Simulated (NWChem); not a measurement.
System: C4H4F2; SMILES CC=C=C(F)F

Parts of the log:

```
             Northwest Computational Chemistry Package (NWChem) 7.3.0
             --------------------------------------------------------

 CS  symmetry detected

                             Geometry "geometry" -> ""
                             -------------------------

 Output coordinates in angstroms (scale by  1.889725989 to convert to a.u.)

  No.       Tag          Charge          X              Y              Z
 ---- ---------------- ---------- -------------- -------------- --------------
    1 C                    6.0000     0.49092797    -2.61788075     0.00000000
    2 C                    6.0000    -0.55769526    -1.55597582     0.00000000
    3 C                    6.0000    -0.31660001    -0.27942994     0.00000000
    4 C                    6.0000    -0.04456275     0.98534283     0.00000000
    5 F                    9.0000     0.10678322     1.74417776     1.09058171
    6 F                    9.0000     0.10678322     1.74417776    -1.09058171
    7 H                    1.0000     0.37098056    -3.24814616     0.88003591
    8 H                    1.0000     1.48807877    -2.18732697     0.00000000
    9 H                    1.0000     0.37098056    -3.24814616    -0.88003591
   10 H                    1.0000    -1.58455752    -1.90391826     0.00000000

 Effective nuclear repulsion energy (a.u.)     213.4395519617

      Symmetry information
      --------------------

 Group name             Cs
 Group number              2
 Group order               2
 No. of unique centers     8

                                Z-matrix (autoz)
                                --------

 Units are Angstrom for bonds and degrees for angles

      Type          Name      I     J     K     L     M      Value
      ----------- --------  ----- ----- ----- ----- ----- ----------
    1 Stretch                  1     2                       1.49240
    2 Stretch                  1     7                       1.08908
    3 Stretch                  1     8                       1.08613
    4 Stretch                  1     9                       1.08908
    5 Stretch                  2     3                       1.29911
    6 Stretch                  2    10                       1.08421
    7 Stretch                  3     4                       1.29370
    8 Stretch                  4     5                       1.33720
    9 Stretch                  4     6                       1.33720
   10 Bend                     1     2     3               124.66535
   11 Bend                     1     2    10               115.92098
   12 Bend                     2     1     7               109.53570
   13 Bend                     2     1     8               111.28552
   14 Bend                     2     1     9               109.53570
   15 Bend                     2     4     5               125.35603
   16 Bend                     2     4     6               125.35603
   17 Bend                     3     2    10               119.41366
   18 Bend                     3     4     5               125.35157
   19 Bend                     3     4     6               125.35157
   20 Bend                     4     2     1               123.94512
   21 Bend                     4     2    10               120.13390
   22 Bend                     5     4     6               109.28771
   23 Bend                     7     1     8               109.30049
   24 Bend                     7     1     9               107.81323
   25 Bend                     8     1     9               109.30049
   26 Torsion                  1     2     4     5         -90.09655
   27 Torsion                  1     2     4     6          90.09655
   28 Torsion                  2     1     3     4         180.00000
   29 Torsion                  3     2     1     7         120.97226
   30 Torsion                  3     2     1     8           0.00000
   31 Torsion                  3     2     1     9        -120.97226
   32 Torsion                  5     4     2    10          89.90345
   33 Torsion                  2     3     5     4         176.90732
   34 Torsion                  6     4     2    10         -89.90345
   35 Torsion                  2     3     6     4        -176.90732
   36 Torsion                  7     1     2    10         -59.02774
   37 Torsion                  8     1     2    10         180.00000
   38 Torsion                  9     1     2    10          59.02774
   39 Torsion                  2    10     3     4         180.00000

                           NWChem Geometry Optimization
                           ----------------------------

 maximum gradient threshold         (gmax) =   0.000450
 rms gradient threshold             (grms) =   0.000300
 maximum cartesian step threshold   (xmax) =   0.001800
 rms cartesian step threshold       (xrms) =   0.001200
 fixed trust radius                (trust) =   0.300000
 source of zmatrix                         =   autoz

          -------------------
          Energy Minimization
          -------------------

 Using diagonal initial Hessian
 Scaling for Hessian diagonals: bonds = 1.00  angles = 0.25  torsions = 0.10

          --------
          Step   0

                                 NWChem DFT Module
                                 -----------------

 Summary of "ao basis" -> "ao basis" (spherical)
 ------------------------------------------------------------------------------
       Tag                 Description            Shells   Functions and Types
 ---------------- ------------------------------  ------  ---------------------
 C                          def2-svp                 6       14   3s2p1d
 F                          def2-svp                 6       14   3s2p1d
 H                          def2-svp                 3        5   2s1p

[...]

      ----------------------
      Optimization converged
      ----------------------

  Step       Energy      Delta E   Gmax     Grms     Xrms     Xmax
  ---- ---------------- -------- -------- -------- -------- --------
@    8    -353.79774018 -9.3D-08  0.00002  0.00001  0.00016  0.00054
                                     ok       ok       ok       ok

                                Z-matrix (autoz)
                                --------

 Units are Angstrom for bonds and degrees for angles

[...]

 Rotational Constants
 --------------------
 A=   0.287682 cm-1  (  0.413901 K)
 B=   0.059245 cm-1  (  0.085239 K)
 C=   0.053097 cm-1  (  0.076393 K)

 Temperature                      =   298.15K
 frequency scaling parameter      =   1.0000

 Zero-Point correction to Energy  =   43.902 kcal/mol  (  0.069962 au)
 Thermal correction to Energy     =   47.876 kcal/mol  (  0.076296 au)
 Thermal correction to Enthalpy   =   48.468 kcal/mol  (  0.077239 au)

 Total Entropy                    =   79.374 cal/mol-K
   - Translational                =   39.387 cal/mol-K (mol. weight =  90.0281)
   - Rotational                   =   26.968 cal/mol-K (symmetry #  =        1)
   - Vibrational                  =   13.019 cal/mol-K

 Cv (constant volume heat capacity) =   20.890 cal/mol-K
   - Translational                  =    2.979 cal/mol-K
   - Rotational                     =    2.979 cal/mol-K
   - Vibrational                    =   14.931 cal/mol-K

[normal modes left out]

 ----------------------------------------------------------------------------
 Normal Eigenvalue ||           Projected Infra Red Intensities
  Mode   [cm**-1]  || [atomic units] [(debye/angs)**2] [(KM/mol)] [arbitrary]
 ------ ---------- || -------------- ----------------- ---------- -----------
    1       -0.000 ||    0.000108           0.002         0.105       0.030
    2       -0.000 ||    0.000184           0.004         0.179       0.051
    3        0.000 ||    0.000244           0.006         0.238       0.067
    4        0.000 ||    0.000052           0.001         0.051       0.014
    5        0.000 ||    0.000425           0.010         0.415       0.117
    6        0.000 ||    0.000622           0.014         0.606       0.171
    7      122.850 ||    0.001003           0.023         0.978       0.276
    8      130.336 ||    0.001144           0.026         1.115       0.315
    9      168.692 ||    0.000120           0.003         0.117       0.033
   10      271.637 ||    0.000104           0.002         0.102       0.029
   11      446.023 ||    0.011781           0.272        11.485       3.242
   12      542.250 ||    0.003791           0.087         3.695       1.043
   13      594.509 ||    0.012171           0.281        11.865       3.349
   14      619.113 ||    0.011797           0.272        11.501       3.246
   15      785.725 ||    0.006939           0.160         6.765       1.909
   16      838.434 ||    0.012149           0.280        11.844       3.343
   17      990.629 ||    0.096236           2.220        93.815      26.480
   18     1048.156 ||    0.000004           0.000         0.004       0.001
   19     1113.204 ||    0.015512           0.358        15.122       4.268
   20     1266.996 ||    0.110484           2.549       107.706      30.401
   21     1315.963 ||    0.283572           6.542       276.440      78.027
   22     1380.512 ||    0.008758           0.202         8.538       2.410
   23     1441.754 ||    0.004276           0.099         4.169       1.177
   24     1448.971 ||    0.012115           0.280        11.810       3.334
   25     1552.034 ||    0.177113           4.086       172.659      48.734
   26     2150.570 ||    0.288620           6.659       281.361      79.416
   27     3053.619 ||    0.011960           0.276        11.659       3.291
   28     3124.692 ||    0.007412           0.171         7.226       2.039
   29     3134.231 ||    0.005265           0.121         5.133       1.449
   30     3183.548 ||    0.006315           0.146         6.156       1.738
 ----------------------------------------------------------------------------
```

Level: PBE0/def2-SVP. 

Problem. Write an input that gives this output.

Solution. Several could match; the one computed here: the input that was run:
```
start job
memory heap 200 mb stack 900 mb global 1100 mb
geometry units angstroms
  C     -2.765378     0.379417     0.377624
  C     -1.711529    -0.523364    -0.171595
  C     -0.435532    -0.283952    -0.124584
  C      0.828924    -0.017706    -0.061986
  F      1.647991    -0.382181     0.930477
  F      1.527042     0.644974    -0.989887
  H     -3.346620    -0.153667     1.128137
  H     -2.329363     1.267415     0.825996
  H     -3.444219     0.675187    -0.421485
  H     -2.065180    -1.436382    -0.637255
end
basis spherical
  * library def2-svp
end
dft
  xc pbe0
  iterations 150
end
driver
  maxiter 120
end
task dft optimize
task dft freq
```
